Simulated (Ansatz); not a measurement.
In₇Sb₆F₃⁻. Total charge -1; doublet. Geometry PBE-D4/def2-SVP, that of the neutral singlet; atoms count from 1.

Cartesian coordinates in Å:
```
Sb 0.6312 2.5189 -3.2038
Sb 1.3929 -2.3984 -1.3899
Sb 3.6446 -0.9872 -0.2038
Sb -3.1992 0.6789 1.6265
Sb -0.8650 4.3218 -1.7922
Sb -3.3105 -1.7692 0.3345
In 1.6011 0.6765 -1.2237
In -1.4103 -0.2631 -1.7655
In 2.4321 -3.0413 1.8379
In -0.5895 -2.6135 0.7185
In -1.3980 2.2407 -0.0333
In -1.6051 -1.2126 3.4970
In 2.0974 0.6383 2.3717
F -0.6779 0.8797 -3.7397
F 0.7030 1.5134 0.7177
F 0.5532 -1.1827 2.2481
```

In the def2 sets In, Sb take a core potential; there is no spin–orbit coupling. Single mean-field runs in def2-TZVP are fitted with def2-universal-jkfit.

**Question.** Estimate the Mulliken populations from the PBE0/def2-TZVP orbitals of Ansatz.

**Answer.** 
| atom | charge (e) | spin (α − β) |
| --- | --- | --- |
| Sb1 | 0.20 | 0.03 |
| Sb2 | -0.34 | 0.16 |
| Sb3 | -0.37 | 0.00 |
| Sb4 | -0.32 | 0.11 |
| Sb5 | -0.38 | 0.00 |
| Sb6 | -0.29 | 0.20 |
| In7 | 0.44 | 0.04 |
| In8 | 0.21 | 0.03 |
| In9 | 0.20 | 0.07 |
| In10 | 0.26 | 0.31 |
| In11 | 0.43 | -0.01 |
| In12 | 0.22 | 0.03 |
| In13 | 0.44 | 0.03 |
| F14 | -0.50 | 0.00 |
| F15 | -0.59 | 0.00 |
| F16 | -0.60 | 0.00 |
Mulliken values and Mayer orders depend strongly on the basis.

**Question.** Where does the spin sit?

**Answer.** Summed by element: Sb 0.50, In 0.50, F 0.00, of 1 unpaired in all. Largest on single atoms: In10 0.31, Sb6 0.20, Sb2 0.16.

**Question.** And the Mayer bond orders between bonded heavy atoms (over 0.3)?

**Answer.** Sb1–Sb5 1.46 (2.74 Å); Sb1–In7 0.74 (2.87 Å); Sb1–F14 0.46 (2.17 Å); Sb2–Sb3 0.94 (2.91 Å); Sb2–In7 0.47 (3.09 Å); Sb2–In10 0.67 (2.90 Å); Sb3–In7 0.75 (2.83 Å); Sb3–In9 0.52 (3.14 Å); Sb3–In13 0.43 (3.42 Å); Sb4–Sb6 1.12 (2.77 Å); Sb4–In11 0.76 (2.90 Å); Sb4–In12 0.66 (3.10 Å); Sb5–In11 0.98 (2.78 Å); Sb6–In8 0.53 (3.21 Å); Sb6–In10 0.74 (2.87 Å); In8–In11 0.40 (3.04 Å); In9–In10 0.31 (3.25 Å). Values over 0.3 also appear between atoms too far apart for a bond (Sb2–In8 0.34 at 3.54 Å; Sb2–In9 0.32 at 3.45 Å); they arise where an orbital or an unpaired electron spreads over both atoms.
